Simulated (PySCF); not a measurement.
Numbering as in the mapped SMILES `[CH3:1][CH2:2]/[CH:3]=[CH:4]\[B:5]([O:6][CH3:7])[O:8][CH3:9]`. Each H is labelled by its parent atom.

Geometry: PBE0-D3(BJ)/def2-SVP; GIAO shifts from PySCF, gas phase, non-relativistic, averaged over equivalent atoms.

At PBE0/pcSseg-1 (218 basis functions, 89 s wall time on 1 thread of an Arm Neoverse N1, shared host):
```tsv
atoms	δ (ppm)
C3	169.4
C4	123.7
C7/C9	52.1
C2	29.1
C1	15.8
B5	25.8
O6/O8	101.7
H(C3)	6.77
H(C4)	5.54
H(C7)/H(C9)	3.61
H(C2)	2.47
H(C1)	0.98
```

References, each an isolated molecule treated in the same way: TMS for 13C (σ = 184.41 ppm) and 1H (σ = 31.27 ppm); 11B (σ = 100.73 ppm) vs BF3·OEt2; H2O for 17O (σ = 334.56 ppm).

Estimate the result of repeating the calculation with B3LYP/pcSseg-1.

## Answers


| atoms | δ at B3LYP/pcSseg-1 | change |
| --- | --- | --- |
| C3 | 170.1 | +0.7 |
| C4 | 123.8 | +0.1 |
| C7/C9 | 52.8 | +0.7 |
| C2 | 30.2 | +1.1 |
| C1 | 16.5 | +0.7 |
| B5 | 26.2 | +0.4 |
| O6/O8 | 106.5 | +4.8 |
| H(C3) | 6.68 | -0.09 |
| H(C4) | 5.40 | -0.14 |
| H(C7)/H(C9) | 3.64 | +0.03 |
| H(C2) | 2.48 | +0.01 |
| H(C1) | 1.00 | +0.02 |

Scale: TMS for 13C (σ = 179.24 ppm), 1H (σ = 31.38 ppm); BF3·OEt2 for 11B (σ = 97.83 ppm); 17O (σ = 334.04 ppm) against H2O (reference shieldings calculated alike).

The largest change is at O6/O8 (oxygen bonded to C, B). Cost: 218 basis functions, 65 s wall time on 1 thread of an Arm Neoverse N1, shared host. The order of the carbon signals is the same at both levels.

A carbon bonded to boron is broadened by the quadrupolar boron nucleus and is often missing from a measured spectrum. Experimental scales use liquid or dissolved standards, which lie at an offset from isolated H2O (liquid H2O: subtract about 36 ppm).
